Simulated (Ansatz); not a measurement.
Input for Ansatz (development build ahead of 0.2.0):

```yaml
crystal:
  periodic: [false, false, false]
  atoms:
    - { symbol: Fe, position_ang: [0.0, 0.0, 0.0] }
    - { symbol: Cl, position_ang: [2.11, 0.0, 0.0] }
    - { symbol: Cl, position_ang: [-1.055, 1.82731, 0.0] }
    - { symbol: Cl, position_ang: [-1.055, -1.82731, 0.0] }
basis:
  gaussian: { orbitals: pcseg-2 }
magnetization:
  spin_polarized: true
  initial_magnetization: 3
hamiltonian:
  xc: r2scan
```

The input is written out in the form of the current development build from the run's settings.

Results

```
Converged                       : yes
Total energy                    : -2644.42312 hartree
Spin squared of the determinant : 4.145
Stability test                  : minimum
```

Caution: other spin multiplicities were not run; the unrestricted determinant is spin contaminated.
